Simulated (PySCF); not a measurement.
## XPS shifts beside NMR shieldings

Species: C₄H₅N₂O (charge -1).
Z-matrix (Å and degrees, GFN2-xTB geometry), rows numbered from 1:
```
C 
O   1  1.3939
C   2  1.4008  1  112.64
C   3  1.3749  2  126.60  1  -179.79
N   4  1.3649  3  108.13  2  -179.99
C   5  1.3282  4  103.18  3    -0.02
N   6  1.3403  5  116.32  4     0.01
H   1  1.0943  2  107.04  3  -179.96
H   1  1.0974  2  111.38  3    60.09
H   1  1.0973  2  111.37  3   -60.00
H   4  1.0781  3  129.67  2    -0.02
H   6  1.0818  5  122.27  4  -179.99
```

Binding energies: delta-SCF UKS SCAN, pcX-2 on the ionised atom, pcseg-1 elsewhere, spin-free X2C in PySCF 2.14.0. Shieldings: GIAO PBE0/pcSseg-1, non-relativistic, same geometry.

```tsv
atom	C 1s (eV)
C1	287.95
C3	286.21
C4	284.57
C6	285.20
```

**Question.** What are the absolute isotropic shieldings of these atoms?

**Answer.** 
```csv
atom,environment,C 1s (eV),isotropic shielding (ppm)
C4,aromatic CH next to a ring nitrogen,284.57,83.1
C6,aromatic CH next to a ring nitrogen,285.20,50.0
C3,aromatic carbon bearing oxygen,286.21,23.3
C1,methoxy carbon,287.95,131.4
```

**Question.** Among the listed atoms, is the one with the highest binding energy also the least shielded?

**Answer.** No. The highest binding energy is at C1 (287.95 eV, shielding 131.4 ppm), the lowest shielding at C3 (23.3 ppm, 286.21 eV).

By binding energy: C4 < C6 < C3 < C1. By shielding: C3 < C6 < C4 < C1.

The species carries charge -1, so core ionisation leaves a neutral species. The basis sets have no added diffuse functions. The structure is a single GFN2-xTB conformer in the gas phase; no vibrational or solvent corrections.
